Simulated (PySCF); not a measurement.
Exercise with solution: refractive index and permittivity of the vapour

B(Cl)(H)(SeH) (BClH2Se), SMILES ClB[SeH].

The structure is a stationary point at B3LYP-D3(BJ)/def2-TZVP. One conformer was computed; it need not be the lowest.

M06-2X/def2-TZVPD in PySCF gives a mean static polarisability of 57.4 bohr³ and a dipole moment of 0.58 D. Take an ideal gas at 298.15 K and 1 bar, whether or not the substance is that volatile.

Problem. Work out n − 1 in the optical limit and the static ε − 1.

Solution. 
Polarisability volume α' = 57.4 × 0.148185 = 8.51 Å³. Number density N = p/kT = 2.43e-5 Å⁻³.
Dilute limit of Lorentz–Lorenz: n − 1 = 2π N α' = 0.0013.
Orientation term of Debye: μ²/(3kT) = 8.098 Å³ × μ²(D²) = 2.72 Å³.
ε − 1 = 4π N (α' + μ²/3kT) = 0.0034. Orientation of the dipole supplies 24 % of the static response; it can't follow optical fields. Vibrational polarisation and dispersion are left out.
